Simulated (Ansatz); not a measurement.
**One elementary step**

Start structure (AlH5SeO2, closed shell), relaxed at PBE0-D4/def2-TZVP:

```json
{"atom": "Al1", "x (Å)": "-0.4307", "y (Å)": "-0.2462", "z (Å)": "-0.6191"}
{"atom": "H2", "x (Å)": "0.1782", "y (Å)": "-1.6578", "z (Å)": "-1.0014"}
{"atom": "O3", "x (Å)": "0.0206", "y (Å)": "1.1010", "z (Å)": "-1.5730"}
{"atom": "O4", "x (Å)": "-1.9043", "y (Å)": "-0.1330", "z (Å)": "0.2478"}
{"atom": "H5", "x (Å)": "2.4563", "y (Å)": "0.2680", "z (Å)": "0.6106"}
{"atom": "Se6", "x (Å)": "1.2370", "y (Å)": "0.4906", "z (Å)": "1.3975"}
{"atom": "H7", "x (Å)": "-0.5338", "y (Å)": "1.8780", "z (Å)": "-1.6219"}
{"atom": "H8", "x (Å)": "-2.4212", "y (Å)": "-0.9043", "z (Å)": "0.4708"}
{"atom": "H9", "x (Å)": "1.3980", "y (Å)": "-0.7960", "z (Å)": "2.0886"}
```

The step: AlH₃O₂ ([OH][AlH][OH]) + H₂Se → AlH₃SeO₂ ([OH][Al]([OH])[SeH]) + H₂; bonds formed: H2–H5; dative contacts that become bonds: Al1–Se6; bonds broken: Al1–H2, H5–Se6. Computed with Ansatz 0.2.0 (basis: def2-TZVPP and def2-QZVPP); correlated methods freeze the cores. Filled d shells of the heavier atoms are correlated. The def2 sets are not built for correlating such inner shells, so the correlated values are less sure here. Extrapolation: Hartree–Fock as exp(−7.88 √X), correlation as X^−2.97. Energies below are by CCSD(T) at an estimated basis limit (MP2 extrapolated from triple and quadruple zeta, plus CCSD(T) − MP2 in triple zeta).

Task: What are the electronic barrier and the energy of the step, from the start structure to the end structure? (Judge from chemistry; the value comes from the calculation.)

Result: Computed: Barrier 0.707 eV; step energy -0.652 eV (downhill); reverse barrier, their difference, 1.359 eV. Barrier and step energy count from the start structure, the reverse barrier from the end structure.

The saddle point: One imaginary mode of 845i cm⁻¹.
```
   pair  start (Å)  saddle (Å)  end (Å)
Al1–Se6       2.72        2.55     2.30
  H2–H5       3.39        1.23     0.75
 Al1–H2       1.58        1.68     2.60
 H5–Se6       1.47        1.68     3.74
```

Zero-point energy (harmonic, PBE0-D4): ZPE is 1.363 eV at the start and 1.311 eV at the saddle, so the barrier goes from 0.707 to 0.654 eV.

The T1 diagnostic stays at or below 0.012.

Exchanges of this kind with a chalcogen hydride build sulfide and selenide films.

Labels in which every atom is bracketed show which atoms are joined, not bond orders.

For scale, one of the runs: CCSD(T)/def2-TZVPP, 222 basis functions, launched by `ansatz run in.yaml --threads 4 --pin off --events-out ev --progress --plain --max-ram 9574MiB`. Time: 98 s of wall clock on 4 CPU threads of an Arm Neoverse V2; the host was shared. Peak host memory: 3.5 GiB.
